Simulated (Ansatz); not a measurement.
Relaxation of CH3BrO2Si2 (9 atoms, charge 0, multiplicity 1), to a largest force component of 0.02 eV/Å in at most 50 steps.

These are results of Ansatz, RKS PBE0-D4/def2-SVP, not measurements.

```xyz
9
Properties=species:S:1:pos:R:3:forces:R:3
O -2.091 -0.642 -0.538 -4.65 -1.24 -1.19
C -0.997 -0.312 -0.277 1.39 1.48 1.06
Si 0.355 -1.130 0.487 2.81 -4.60 1.18
O 1.385 0.266 0.272 2.06 0.57 1.46
Si 0.082 1.087 -0.515 -1.22 4.75 -3.89
Br -0.457 2.873 0.704 -0.02 0.32 0.55
H 1.021 -2.251 -0.255 0.28 -0.07 0.38
H 0.300 -1.396 1.946 0.01 0.17 0.06
H 2.221 0.762 0.083 -0.64 -1.39 0.38
```

Problem. Where does it end, and by what steps?

Solution. The forces met the threshold. After 13 steps the energy has fallen by 2.164 eV; Br6 moved furthest, 0.78 Å.

| step | energy less start (eV) | largest force component (eV/Å) | accepted |
| --- | --- | --- | --- |
| 0 | 0.0000 | 4.754 | yes |
| 1 | -1.1874 | 2.850 | yes |
| 2 | -1.8084 | 3.059 | yes |
| 3 | -1.9391 | 1.326 | yes |
| 4 | -2.0717 | 0.362 | yes |
| 5 | -2.0955 | 0.183 | yes |
| 6 | -2.1209 | 0.275 | yes |
| 7 | -2.1360 | 0.291 | yes |
| 8 | -2.1455 | 0.551 | yes |
| 9 | -2.1578 | 0.350 | yes |
| 10 | -2.1627 | 0.136 | yes |
| 11 | -2.1636 | 0.061 | yes |
| 12 | -2.1641 | 0.029 | yes |
| 13 | -2.1643 | 0.019 | yes |

```xyz
9
Properties=species:S:1:pos:R:3
O -2.142 -0.521 -0.742
C -1.034 -0.189 -0.454
Si 0.399 -1.087 0.574
O 1.370 0.192 -0.141
Si 0.025 1.464 -0.903
Br -0.519 2.280 1.210
H 0.982 -2.381 0.109
H 0.520 -1.001 2.057
H 2.220 0.501 0.196
```

Whether the end is a true minimum wasn't checked by a vibrational analysis.

Time of the run: 63 s on 2 threads of Intel(R) Xeon(R) Platinum 8488C (Sapphire Rapids), with other jobs on the host, peak memory 0.36 GiB.
